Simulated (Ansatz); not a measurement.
Mulliken charges of Cl₂H₂O₃W, SMILES `[O]=[W]([OH])([OH])([Cl])[Cl]` from B3LYP/def2-TZVPP in Ansatz (PBE0-D4/def2-TZVP geometry).

```tsv
atom	x (Å)	y (Å)	z (Å)	charge (e)
O1	-1.593	-0.673	1.007	-0.302
W2	-0.398	0.068	0.091	1.110
O3	1.331	-0.521	0.618	-0.389
O4	-0.213	-1.146	-1.312	-0.324
Cl5	-1.396	1.589	-1.311	-0.227
Cl6	0.098	1.881	1.473	-0.282
H7	1.771	-0.069	1.343	0.203
H8	0.492	-1.185	-1.966	0.211
```

Q: By hand: the dipole of these point charges (1 e Å = 4.8032 D).

A: Σ q r = (0.343, -0.302, -0.278) e Å, of length 0.535 e Å = 2.57 D.

Q: How does the dipole of the full density compare? (Estimate.)

A: The calculation gave: (0.531, -0.127, -0.313) e Å, 3.02 D; the point charges give 0.85 times that, at 24° from its direction.

Point charges leave out the atoms' own dipoles, such as those of lone pairs, and Mulliken's split depends on the basis, so the two needn't agree.

B3LYP here is the variant with VWN-RPA as its local correlation; programs differ in this.
